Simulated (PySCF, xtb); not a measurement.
C₄H₉NSi, SMILES C=C=C[Si@@H](C)N. The values are those of a single conformer.

Harmonic wavenumbers (cm⁻¹) from GFN2-xTB (xtb 6.7.1) at its own minimum, in rising order: 16, 104, 121, 157, 182, 238, 240, 315, 427, 430, 540, 646, 649, 700, 741, 798, 818, 824, 840, 862, 901, 960, 1097, 1256, 1376, 1423, 1492, 1497, 1527, 2075, 2141, 3019, 3040, 3044, 3051, 3074, 3079, 3472, 3506.

Task: What does PBE-D3(BJ)/def2-SVP (PySCF) give at its own minimum? (Estimate from the structure and the level; the computed values follow.)

Result: 38, 114, 151, 167, 182, 262, 275, 344, 444, 453, 474, 615, 686, 701, 748, 775, 791, 822, 847, 879, 889, 945, 1033, 1206, 1213, 1381, 1382, 1383, 1496, 2001, 2107, 2974, 3049, 3063, 3071, 3083, 3148, 3469, 3562. Paired by order, the mean absolute difference is 35 cm⁻¹ and the zero-point energies are 72.5 and 71.8 kcal/mol.
